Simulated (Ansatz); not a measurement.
Ansatz (an electronic-structure program) input (B3LYP/3-21G): The .json file is the Basis Set Exchange's 3-21G.

Ansatz 0.2 input:
```yaml
crystal:
  periodic: [false, false, false]
  atoms:
    - {symbol: C, position_ang: [-1.93431100, 0.08716700, 0.35535200]}
    - {symbol: C, position_ang: [-0.75443500, 0.35236600, -0.56730200]}
    - {symbol: C, position_ang: [0.56497100, -0.08049900, 0.01824500]}
    - {symbol: O, position_ang: [0.73112100, -0.58792300, 1.09620000]}
    - {symbol: O, position_ang: [1.59147200, 0.17115400, -0.83087300]}
    - {symbol: H, position_ang: [-1.81802000, 0.61626200, 1.30089200]}
    - {symbol: H, position_ang: [-2.02155800, -0.97488500, 0.58326700]}
    - {symbol: H, position_ang: [-2.86220500, 0.41703100, -0.11285900]}
    - {symbol: H, position_ang: [-0.86969000, -0.16159100, -1.52561500]}
    - {symbol: H, position_ang: [-0.66814700, 1.41396300, -0.81502300]}
    - {symbol: H, position_ang: [2.40152800, -0.13083200, -0.39105200]}
basis:
  gaussian:
    orbitals: 3-21G.json
hamiltonian:
  xc: {name: B3LYP}
total_charge: 1
magnetization: {spin_polarized: true, initial_magnetization: 1}
```

Output:

```
Functional definition: B3LYP
integrals: 0.02 GiB planned
673 factors; integrals over basis functions are off by at most 9.0e-4 eV
mean field: 0.26 GiB planned
mean field evaluation 1: about -7244.7284 eV, gradient 4.6e1 eV
mean field evaluation 2: about -7241.5002 eV, gradient 5.4e1 eV
mean field evaluation 4: about -7252.7166 eV, gradient 3.6e0 eV
mean field evaluation 8: about -7252.8265 eV, gradient 4.0e-1 eV
mean field evaluation 16: about -7252.8281 eV, gradient 3.4e-4 eV
mean field evaluation 32: about -7252.3030 eV, gradient 2.6e0 eV
mean field -7252.82805524 eV, -266.5365148867 hartree, gradient 1.9e-5 eV, S^2 0.754870; 5 other end points of the search recorded, 0 dependent functions left out
reference -7252.82824413 eV, -266.5365218283 hartree; 20, 19 occupied and 37, 38 virtual orbitals, 673 factors
Total energy: -7252.82824413 eV, -266.5365218283 hartree
```

The dipole moment of an ion depends on the origin.

The geometry given is a B3LYP-D3(BJ)/def2-TZVP minimum of the species of charge 0 and multiplicity 1, not of this state.
